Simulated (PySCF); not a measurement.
**Working out the ionisation energy of Cu⁺**

Cu⁺ [Ar] 3d10 (1S) → Cu²⁺ [Ar] 3d9 (2D). Computed with PySCF 2.14 in Sapporo-DKH3-DZP-2012 (6s4p3d1f, 40 functions), with the spin-free X2C one-electron Hamiltonian (Gaussian nucleus). Frozen: [Ar]. Energies in hartree (1 hartree = 27.21139 eV):

```tsv
part	Cu⁺ (lower)	Cu²⁺ (upper)
UHF	-1652.868268	-1652.231203
MP2 opposite-spin	-0.246737	-0.168540
MP2 same-spin	-0.148171	-0.100869
```

What does Hartree-Fock give?

(-1652.231203) − (-1652.868268) = 0.637065 hartree = 17.335 eV.

What do MP2 and SCS-MP2 (6/5 opposite-spin, 1/3 same-spin) give?

The opposite-spin parts differ by 2.128 eV and the same-spin parts by 1.287 eV. MP2: 17.335 + (2.128) + (1.287) = 20.750 eV. SCS-MP2: 17.335 + 1.2 × (2.128) + (1.287)/3 = 20.318 eV.

Reference: 20.292 eV (measured; NIST Atomic Spectra Database, ionization energies), between the lowest levels; spin-orbit coupling is absent from the calculation.

A double-zeta basis recovers only part of the correlation energy.

What remains against the reference includes basis incompleteness, the frozen core and correlation beyond second order.
